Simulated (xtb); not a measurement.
C5H5Cl, SMILES C#C/C(C)=C/Cl. All values are semi-empirical tight-binding results from xtb (GFN2-xTB unless named), good for trends rather than for accurate numbers. Coordinates come from a GFN2-xTB optimisation. The structure was generated by enumeration; whether it is a known compound was not checked.

```
Quantity                                         Result
----------------------------------------  -------------
point group as xtb finds it                          Cs
orbital gap                                     3.80 eV
dipole moment                                    1.46 D
zero-point energy                         49.0 kcal/mol
G − E(el) at 298.15 K (modified RRHO)     29.1 kcal/mol
static polarisability (D4 model)             69.4 bohr³
solvation energy, GFN2-xTB/ALPB(water)    -2.0 kcal/mol
solvation energy, GFN2-xTB/ALPB(toluene)  -5.1 kcal/mol
```
